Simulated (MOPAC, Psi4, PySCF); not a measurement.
Intermolecular potential of H2O ··· HBr (SMILES O and Br). Monomers: optimised at B3LYP-D3(BJ) (def2-TZVP), held rigid. Orientation: lowest of the rigid-body minima from ten starts at GFN2-xTB. The monomers approach along the line of their centres of mass (distance R); nothing else relaxes.

Levels: RHF/LANL2DZ = restricted Hartree-Fock/LANL2DZ, with its core potentials past Ne, no counterpoise correction in PySCF; PM3, restricted, heats of formation (MOPAC); wB97X-V/def2-TZVP, counterpoise-corrected (Psi4).

Interaction energies in kcal/mol:

```
R / Å  RHF/LANL2DZ    PM3
-----  -----------  -----
2.83          3.24   3.05
3.05         -3.47  -4.82
3.26         -5.46  -6.23
3.49         -5.54  -3.38
3.69         -4.98  -2.30
3.97         -4.02  -1.96
4.24         -3.21  -1.53
4.78         -2.06  -0.93
5.45         -1.22  -0.58
6.45         -0.65  -0.33
7.72         -0.34  -0.18
```

Problem. What does wB97X-V/def2-TZVP give at the same points?

Solution. 2.83: 3.84; 3.05: -2.64; 3.26: -4.78; 3.49: -5.15; 3.69: -4.75; 3.97: -3.85; 4.24: -2.99; 4.78: -1.76; 5.45: -0.98; 6.45: -0.48; 7.72: -0.24 (kcal/mol).
